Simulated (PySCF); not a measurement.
Dissociation curve of Au2, singlet.

Levels of theory: RKS-B3LYP/LANL2DZ = restricted B3LYP/LANL2DZ, with its core potentials past Ne run with PySCF; RKS-PBE = PySCF with restricted PBE/def2-TZVP, def2 effective core potentials past Kr; RMP2 = MP2 on RHF/def2-TZVP, def2 effective core potentials past Kr run with PySCF 2.14.0.

Energies are in mEh, each relative to the lowest point of its own curve near equilibrium.

```json
[
 {"R / Å": "2.02", "RKS-B3LYP/LANL2DZ": "155.1", "RKS-PBE": "126.9", "RMP2": "112.7"},
 {"R / Å": "2.14", "RKS-B3LYP/LANL2DZ": "74.5", "RKS-PBE": "?", "RMP2": "?"},
 {"R / Å": "2.25", "RKS-B3LYP/LANL2DZ": "33.4", "RKS-PBE": "?", "RMP2": "16.5"},
 {"R / Å": "2.37", "RKS-B3LYP/LANL2DZ": "?", "RKS-PBE": "6.6", "RMP2": "2.2"},
 {"R / Å": "2.43", "RKS-B3LYP/LANL2DZ": "4.6", "RKS-PBE": "2.3", "RMP2": "0.0"},
 {"R / Å": "2.52", "RKS-B3LYP/LANL2DZ": "0.4", "RKS-PBE": "0.0", "RMP2": "0.8"},
 {"R / Å": "2.60", "RKS-B3LYP/LANL2DZ": "0.0", "RKS-PBE": "0.8", "RMP2": "?"},
 {"R / Å": "2.70", "RKS-B3LYP/LANL2DZ": "2.2", "RKS-PBE": "4.3", "RMP2": "11.2"},
 {"R / Å": "2.77", "RKS-B3LYP/LANL2DZ": "5.0", "RKS-PBE": "7.7", "RMP2": "16.8"},
 {"R / Å": "2.96", "RKS-B3LYP/LANL2DZ": "14.9", "RKS-PBE": "19.0", "RMP2": "33.5"},
 {"R / Å": "3.12", "RKS-B3LYP/LANL2DZ": "24.2", "RKS-PBE": "29.0", "RMP2": "47.5"},
 {"R / Å": "3.40", "RKS-B3LYP/LANL2DZ": "39.7", "RKS-PBE": "45.1", "RMP2": "69.1"},
 {"R / Å": "3.76", "RKS-B3LYP/LANL2DZ": "56.0", "RKS-PBE": "61.2", "RMP2": "90.7"},
 {"R / Å": "4.14", "RKS-B3LYP/LANL2DZ": "68.6", "RKS-PBE": "73.2", "RMP2": "106.6"},
 {"R / Å": "4.50", "RKS-B3LYP/LANL2DZ": "77.0", "RKS-PBE": "80.8", "RMP2": "116.5"},
 {"R / Å": "5.07", "RKS-B3LYP/LANL2DZ": "85.4", "RKS-PBE": "88.0", "RMP2": "124.5"},
 {"R / Å": "5.60", "RKS-B3LYP/LANL2DZ": "89.9", "RKS-PBE": "91.5", "RMP2": "125.9"},
 {"R / Å": "6.13", "RKS-B3LYP/LANL2DZ": "92.6", "RKS-PBE": "93.5", "RMP2": "123.5"},
 {"R / Å": "6.74", "RKS-B3LYP/LANL2DZ": "94.5", "RKS-PBE": "94.6", "RMP2": "?"},
 {"R / Å": "7.62", "RKS-B3LYP/LANL2DZ": "96.2", "RKS-PBE": "95.2", "RMP2": "105.9"}
]
```

Question: What belongs in the gaps?

Answer: 
- 2.14, RKS-PBE: 59.0
- 2.14, RMP2: 47.4
- 2.25, RKS-PBE: 24.8
- 2.37, RKS-B3LYP/LANL2DZ: 10.4
- 2.60, RMP2: 4.4
- 6.74, RMP2: 117.5

The restricted form behind RKS-B3LYP/LANL2DZ, RKS-PBE, RMP2 keeps the bonding electrons paired and can't separate into open-shell fragments.
